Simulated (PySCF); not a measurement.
## Spinor energies of Ir⁶⁵⁺ (iridium, charge +65)

Start: [Ne] 3s2. Calculated with PySCF 2.14 in an even-tempered Gaussian basis (17 s from 7.7 bohr⁻², ratio 2.6; 14 p from 10 bohr⁻², ratio 2.6; 6 d from 10 bohr⁻², ratio 2.8; 4 f from 140 bohr⁻², ratio 2.8): generalised Hartree-Fock with the X2C-1e Hamiltonian and a Gaussian nucleus; spin-orbit coupling (SO) screened by Boettger's factors.

```csv
spinor shell,electrons,"ε, screened SO (eV)",weight of nominal j (screened SO),"rms radius, screened SO (bohr)"
1s1/2,2,-82227.9,1.000,0.0197
2s1/2,2,-18918.1,1.000,0.0782
2p1/2,2,-18389.6,1.000,0.0663
2p3/2,4,-16708.3,1.000,0.0736
3s1/2,2,-7715.4,1.000,0.187
```

| quantity | screened SO |
| --- | --- |
| E (hartree) | -12664.92621 |
| M_J | 0 |
| ⟨J²⟩ | 0.000 |
| ⟨L²⟩ | 0.041 |
| ⟨S²⟩ | 0.041 |

Breit and QED terms are absent; they matter most for the inner s and p1/2 levels.

Densities and radii are taken from the X2C orbitals without a picture-change correction, which distorts them close to the nucleus.
